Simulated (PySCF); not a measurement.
**Electron correlation in Au⁺ (gold, charge +1)**

Starting occupation: [Xe] 4f14 5d10. All numbers are calculated (PySCF 2.14, X2C-1e with screened-nucleus spin-orbit coupling, Gaussian nucleus, in x2c-TZVPall-2c (11s11p10d2f, 108 functions)). Frozen: [Kr] 4d10 4f14; 18 electrons correlated; the 34 highest virtual spinors left out.

MP2 pair energies summed by pair of shells (mhartree):

| pair | energy | share (%) |
| --- | --- | --- |
| 5d3/2-5d5/2 | -116.93 | 30.4 |
| 5d5/2-5d5/2 | -83.04 | 21.6 |
| 5d5/2-5p3/2 | -37.22 | 9.7 |
| 5d3/2-5d3/2 | -34.86 | 9.1 |
| 5d3/2-5p3/2 | -25.93 | 6.7 |
| 5d5/2-5p1/2 | -15.99 | 4.2 |
| 5p3/2-5p3/2 | -12.30 | 3.2 |
| 5p1/2-5p3/2 | -11.59 | 3.0 |
| 5d3/2-5p1/2 | -11.03 | 2.9 |
| 5d5/2-5s1/2 | -10.21 | 2.7 |
| 5p3/2-5s1/2 | -8.94 | 2.3 |
| 5d3/2-5s1/2 | -7.03 | 1.8 |
| 5p1/2-5s1/2 | -4.30 | 1.1 |
| 5p1/2-5p1/2 | -2.98 | 0.8 |
| 5s1/2-5s1/2 | -2.46 | 0.6 |

Total MP2 correlation energy: -384.79 mhartree.

This basis was not built for core-valence correlation, so the inner-shell part is incomplete.
